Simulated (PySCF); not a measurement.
Br2, SMILES BrBr. Atoms are numbered in the order given.

```xyz
2

Br     0.0000     0.0000    -1.1556
Br     0.0000     0.0000     1.1556
```
Charge 0, spin multiplicity 1.

The structure is a stationary point at PBE-D3(BJ)/def2-TZVP.

Computed with ωB97X/def2-TZVPD run with PySCF.

Isolated molecule, no solvent.

- total energy = -5148.35834 hartree
- point group = D∞h
- highest occupied level = -10.51 eV
- lowest empty level = -1.56 eV
- orbital gap = 8.94 eV
- dipole moment = 0.00 D
- quadrupole, principal values (traceless, Buckingham form, about the centre of nuclear charge) = -2.49, -2.49, 4.99 D·Å
- mean static polarisability = 45.7 bohr³ (6.77 Å³)
- polarisability, principal values = 36.8, 36.8, 63.5 bohr³
